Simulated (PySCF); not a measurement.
`CN(C)C1=CC=CB1`, C6H10BN

Molfile (atoms numbered from 1):
```
C6H10BN
     RDKit          3D

 18 18  0  0  0  0  0  0  0  0999 V2000
   -1.8104   -1.3217   -0.5149 C   0  0  0  0  0  0  0  0  0  0  0  0
   -1.1379   -0.0665   -0.2907 N   0  0  0  0  0  0  0  0  0  0  0  0
   -1.9593    1.1102   -0.1532 C   0  0  0  0  0  0  0  0  0  0  0  0
    0.2054   -0.0304   -0.3204 C   0  0  0  0  0  0  0  0  0  0  0  0
    1.0529   -1.0913   -0.5430 C   0  0  0  0  0  0  0  0  0  0  0  0
    2.4201   -0.6116   -0.4596 C   0  0  0  0  0  0  0  0  0  0  0  0
    2.5750    0.7336   -0.1864 C   0  0  0  0  0  0  0  0  0  0  0  0
    1.1737    1.2810   -0.0598 B   0  0  0  0  0  0  0  0  0  0  0  0
   -1.4160   -2.0928    0.1671 H   0  0  0  0  0  0  0  0  0  0  0  0
   -2.8876   -1.2100   -0.3368 H   0  0  0  0  0  0  0  0  0  0  0  0
   -1.6562   -1.6791   -1.5489 H   0  0  0  0  0  0  0  0  0  0  0  0
   -1.3239    1.9818    0.0354 H   0  0  0  0  0  0  0  0  0  0  0  0
   -2.5466    1.2981   -1.0698 H   0  0  0  0  0  0  0  0  0  0  0  0
   -2.6669    0.9999    0.6860 H   0  0  0  0  0  0  0  0  0  0  0  0
    0.7892   -2.1264   -0.7583 H   0  0  0  0  0  0  0  0  0  0  0  0
    3.2601   -1.3027   -0.6121 H   0  0  0  0  0  0  0  0  0  0  0  0
    3.5502    1.2118   -0.1014 H   0  0  0  0  0  0  0  0  0  0  0  0
    0.7893    2.4022    0.1810 H   0  0  0  0  0  0  0  0  0  0  0  0
  1  2  1  0
  2  3  1  0
  2  4  1  0
  4  5  2  0
  5  6  1  0
  6  7  2  0
  7  8  1  0
  8  4  1  0
  1  9  1  0
  1 10  1  0
  1 11  1  0
  3 12  1  0
  3 13  1  0
  3 14  1  0
  5 15  1  0
  6 16  1  0
  7 17  1  0
  8 18  1  0
M  END
```

Method used: quadratic response CAM-B3LYP/aug-cc-pVDZ first hyperpolarisability, Taylor convention, gas phase (PySCF). Geometry: PBE0-D3(BJ)/def2-SVP.

(1) Give β for the processes computed.

## Answers

(1) In au, Taylor convention; the vector part is βᵢ = ⅓ Σⱼ (βᵢⱼⱼ + βⱼᵢⱼ + βⱼⱼᵢ); β∥ is 3/5 of the vector part along the dipole, the dipole points from − to +:
| process | λ (nm) | β vector norm | β∥ | β HRS | depolarisation ratio |
| --- | --- | --- | --- | --- | --- |
| static β(0;0,0) | ∞ | 1168.8 | 697.0 | 486.3 | 4.92 |
| Pockels β(−ω;ω,0) | 1907 | 1393.7 | 826.8 | – | – |
| Pockels β(−ω;ω,0) | 1064 | 2920.3 | 1646.5 | – | – |

Second harmonics within 0.3 eV of the first excitation or beyond it are left out.

Q: Which lowest excitations, dipole and polarisabilities go with it?

A: S1 1.51 eV (f = 0.023); S2 4.26 eV (f = 0.009); S3 4.69 eV (f = 0.002); dipole 3.35 D; isotropic α 105.5 au static, 107.6 au at 1907 nm, 117.9 au at 1064 nm.
